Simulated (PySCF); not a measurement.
Species: `CP([SiH3])C(F)(F)C(F)(F)F`. The columns A, B, C and D hold Mulliken, IAO, Hirshfeld and ESP-fitted charges (e) of one PBE0/pcSseg-1 density (PySCF), in a shuffled order. Coordinates in Å (PBE0-D3(BJ)/def2-SVP); the density's dipole moment is (2.15, -0.19, 0.34) D.

| atom | x | y | z | A | B | C | D |
| --- | --- | --- | --- | --- | --- | --- | --- |
| C1 | 1.625 | 1.429 | 0.349 | -0.323 | -0.594 | -0.160 | -0.516 |
| P2 | 0.550 | 0.461 | -0.816 | -0.133 | +0.210 | +0.045 | +0.037 |
| Si3 | 1.214 | -1.635 | -0.240 | +0.275 | +0.384 | +0.236 | +0.365 |
| C4 | -1.029 | 0.608 | 0.222 | -0.082 | +0.354 | +0.108 | +0.218 |
| F5 | -0.852 | 0.295 | 1.524 | -0.058 | -0.282 | -0.080 | -0.275 |
| F6 | -1.430 | 1.898 | 0.179 | -0.041 | -0.281 | -0.088 | -0.278 |
| C7 | -2.203 | -0.246 | -0.287 | +0.506 | +0.788 | +0.235 | +0.848 |
| F8 | -3.299 | 0.006 | 0.410 | -0.140 | -0.257 | -0.080 | -0.247 |
| F9 | -1.912 | -1.541 | -0.160 | -0.135 | -0.271 | -0.067 | -0.260 |
| F10 | -2.441 | 0.008 | -1.567 | -0.144 | -0.263 | -0.078 | -0.247 |
| H11 | 1.591 | 1.057 | 1.382 | +0.110 | +0.155 | +0.040 | +0.166 |
| H12 | 1.292 | 2.477 | 0.333 | +0.156 | +0.169 | +0.048 | +0.172 |
| H13 | 2.660 | 1.391 | -0.021 | +0.151 | +0.164 | +0.052 | +0.163 |
| H14 | 2.680 | -1.640 | -0.536 | -0.044 | -0.098 | -0.070 | -0.063 |
| H15 | 0.535 | -2.644 | -1.100 | -0.046 | -0.086 | -0.069 | -0.042 |
| H16 | 0.998 | -1.930 | 1.206 | -0.052 | -0.093 | -0.070 | -0.038 |

Question: Which column most likely holds the ESP-fitted charges?

Answer: A. Σ q r misses the density's dipole by 0.11 D (A), 1.67 D (C), 2.79 D (B), 3.25 D (D). Charges fitted to the outside potential are the only set here that is tied to the molecule's multipoles.

Question: And the Hirshfeld charges?

Answer: C. The mean sizes are 0.095 e (C), 0.150 e (A), 0.246 e (D), 0.278 e (B), and Hirshfeld charges are commonly the smallest of these schemes.

As computed, A = ESP-fitted, B = IAO, C = Hirshfeld, D = Mulliken. Hydrogens on carbon: ESP-fitted +0.11 to +0.16, IAO +0.15 to +0.17, Hirshfeld +0.04 to +0.05, Mulliken +0.16 to +0.17 e.

The IAO scheme counts the electrons in orthogonalised intrinsic atomic orbitals, a minimal basis polarised so that it spans the occupied orbitals exactly. The ESP scheme fits charges at the nuclei, held to the total charge, to the electrostatic potential on points at 1.4 to 2.0 times the van der Waals radii.

The structure is a single PBE0-D3(BJ)/def2-SVP conformer in the gas phase; no vibrational or solvent corrections.

The run behind these numbers computed NMR shieldings as well. Hardware: an Arm Neoverse V1 with one thread, shared host with 32 logical CPUs at a one-minute load of 17. Cost: 49 s (with the writing of density and orbital grids), 1.0 GiB resident at most.

Shape of the structure used: `[CH3:1][P:2]([SiH3:3])[C:4]([F:5])([F:6])[C:7]([F:8])([F:9])[F:10]`: C1–P2–C4–F5 -49°, P2–C4–C7–F8 -174°.
